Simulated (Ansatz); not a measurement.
**Nudged elastic band run: ClFH₂OZn**

The input (input.yaml):

```yaml
crystal:
  periodic: [false, false, false]
  atoms:
    - { symbol: Zn, position_ang: [0.014746, -2.4e-05, -0.000178] }
    - { symbol: O, position_ang: [-0.128958, -0.045521, 1.81888] }
    - { symbol: H, position_ang: [-0.852085, -0.255685, 2.382985] }
    - { symbol: Cl, position_ang: [-0.321893, -0.089417, -2.11175] }
    - { symbol: F, position_ang: [1.986993, 0.550559, 0.943168] }
    - { symbol: H, position_ang: [1.437197, 0.393588, 1.687194] }
basis:
  gaussian: { orbitals: def2-SVP }
hamiltonian:
  xc: hf
neb:
  order_check: false
  images: 5
  f_tol: 0.05
  max_iterations: 60
  final_atoms:
    - { symbol: Zn, position_ang: [0.6832809, 0.19258385, -0.24054825] }
    - { symbol: O, position_ang: [-0.03756356, 0.00630129, 1.73616866] }
    - { symbol: H, position_ang: [-0.78115389, -0.25611154, 2.2585484] }
    - { symbol: Cl, position_ang: [-0.67947358, -0.19339638, -1.86669105] }
    - { symbol: F, position_ang: [2.2387214, 0.61267209, 0.54159041] }
    - { symbol: H, position_ang: [0.71218874, 0.19145071, 2.29123084] }
  initial_path:
    images:
      - { positions_ang: [[0.014746, -2.4e-05, -0.000178], [-0.128958, -0.045521, 1.81888], [-0.852085, -0.255685, 2.382985], [-0.321893, -0.089417, -2.11175], [1.986993, 0.550559, 0.943168], [1.437197, 0.393588, 1.687194]] }
      - { positions_ang: [[0.00414732, -0.00169845, 0.00273284], [-0.07608644, -0.02753198, 1.9285874], [-0.85877679, -0.26080645, 2.42420326], [-0.23657512, -0.06600177, -2.15145578], [1.93348966, 0.53409758, 0.82740467], [1.36980137, 0.37544107, 1.68882661]] }
      - { positions_ang: [[-0.00645137, -0.0033729, 0.00564368], [-0.02321487, -0.00954295, 2.03829481], [-0.86546859, -0.2659279, 2.46542151], [-0.15125724, -0.04258655, -2.19116157], [1.87998632, 0.51763616, 0.71164135], [1.30240574, 0.35729414, 1.69045922]] }
      - { positions_ang: [[-0.01705005, -0.00504736, 0.00855452], [0.02965669, 0.00844607, 2.14800221], [-0.87216038, -0.27104935, 2.50663977], [-0.06593935, -0.01917132, -2.23086735], [1.82648298, 0.50117474, 0.59587802], [1.23501011, 0.33914721, 1.69209182]] }
      - { positions_ang: [[0.2163936, 0.06082971, -0.07447973], [0.00724994, 0.00773114, 2.01072436], [-0.84182488, -0.26607008, 2.42394264], [-0.27045076, -0.07724634, -2.10947525], [1.96389579, 0.53834052, 0.57778215], [1.06073632, 0.28991504, 1.89180483]] }
      - { positions_ang: [[0.44983725, 0.12670678, -0.15751399], [-0.01515681, 0.00701621, 1.87344651], [-0.81148939, -0.26109081, 2.34124552], [-0.47496217, -0.13532136, -1.98808315], [2.1013086, 0.5755063, 0.55968628], [0.88646253, 0.24068287, 2.09151783]] }
      - { positions_ang: [[0.6832809, 0.19258385, -0.24054825], [-0.03756356, 0.00630129, 1.73616866], [-0.78115389, -0.25611154, 2.2585484], [-0.67947358, -0.19339638, -1.86669105], [2.2387214, 0.61267209, 0.54159041], [0.71218874, 0.19145071, 2.29123084]] }
```

Launched with:

```bash
$ ansatz run input.yaml --threads 1 --pin off --max-ram 2048MiB --backend cpu --events-out ev --progress --plain --runs-dir out
```

Output, in part (warnings, iteration lines, the closing report on the highest movable image, with atoms numbered from 0):

```
NEB end point (image 0): max|allowed force component| = 5.442e-3 eV/Å (the criterion of neb.relax_end_points is 1.000e-2)
NEB end point (image 6): max|allowed force component| = 7.526e-3 eV/Å (the criterion of neb.relax_end_points is 1.000e-2)
NEB iter   1: max|band force component| = 3.562e0 eV/Å  barrier→ = 1.7126 eV  barrier← = 2.3743 eV  Δτ_max = 0.1956 Å  (261 SCF iters)
NEB iter   2: max|band force component| = 2.112e0 eV/Å  barrier→ = 0.6698 eV  barrier← = 1.3315 eV  Δτ_max = 0.2000 Å  (188 SCF iters)
NEB iter   3: max|band force component| = 1.364e0 eV/Å  barrier→ = 0.2052 eV  barrier← = 0.8669 eV  Δτ_max = 0.2000 Å  (186 SCF iters)
NEB iter   4: max|band force component| = 1.896e0 eV/Å  barrier→ = 0.2110 eV  barrier← = 0.8727 eV  Δτ_max = 0.1016 Å  (186 SCF iters)
NEB iter   5: max|band force component| = 2.373e0 eV/Å  barrier→ = 0.2116 eV  barrier← = 0.8733 eV  Δτ_max = 0.0500 Å  (187 SCF iters)
NEB iter   6: max|band force component| = 9.353e-1 eV/Å  barrier→ = 0.1496 eV  barrier← = 0.8113 eV  Δτ_max = 0.1010 Å  (190 SCF iters)
NEB iter   7: max|band force component| = 4.608e-1 eV/Å  barrier→ = 0.0985 eV  barrier← = 0.7602 eV  CI = image 2  Δτ_max = 0.0759 Å  (190 SCF iters)
NEB iter   8: max|band force component| = 2.626e-1 eV/Å  barrier→ = 0.1261 eV  barrier← = 0.7878 eV  CI = image 2  Δτ_max = 0.0132 Å  (190 SCF iters)
NEB iter   9: max|band force component| = 5.219e-2 eV/Å  barrier→ = 0.1236 eV  barrier← = 0.7853 eV  CI = image 2  Δτ_max = 0.0079 Å  (195 SCF iters)
NEB iter  10: max|band force component| = 2.313e-2 eV/Å  barrier→ = 0.1232 eV  barrier← = 0.7849 eV  CI = image 2  Δτ_max = 0.0000 Å  (503 SCF iters)
Total energy: -65642.66357822 eV, -2412.3233923041 hartree
Atom 0 at     0.228915     0.043940    -0.088904 Å, force    -0.017655    -0.003354     0.000560 eV/Å
Atom 1 at    -0.054975    -0.096897     1.780426 Å, force    -0.010514    -0.022691     0.004259 eV/Å
Atom 2 at    -0.684767    -0.153580     2.476881 Å, force     0.000486     0.014557    -0.005614 eV/Å
Atom 3 at    -0.365101    -0.086767    -2.144658 Å, force     0.007567     0.002488     0.005490 eV/Å
Atom 4 at     1.889091     0.546039     0.982701 Å, force     0.005941     0.009541     0.001955 eV/Å
Atom 5 at     1.122837     0.300765     1.713853 Å, force     0.014176    -0.000541    -0.006649 eV/Å
Dipole moment:    -0.279425    -0.037227     0.661406 e Å
```

The run converged. A vibrational analysis at the climbing image gives 2 clearly imaginary modes (925i, 125i cm⁻¹): a point of higher order, so a lower path passes nearby. The orbitals stay closed-shell, which can raise the energy where a bond breaks towards radicals; this wasn't checked here.

Final band (atoms are numbered from 1 in the order of the input):

```csv
image,path coordinate (Å),energy (kJ/mol),F5–H6 (Å),O2–H6 (Å)
0,0.00,0.0,0.94,1.63
1,0.25,3.9,0.97,1.45
2,0.49,11.9,1.09,1.24
3,0.82,-25.5,1.44,1.02
4,1.16,-56.1,1.81,0.96
5,1.49,-62.5,2.10,0.95
6,1.82,-63.8,2.36,0.95
```

The run took 77 s on 1 thread of Arm Neoverse V2, with other jobs on the host, peak memory 0.18 GiB.
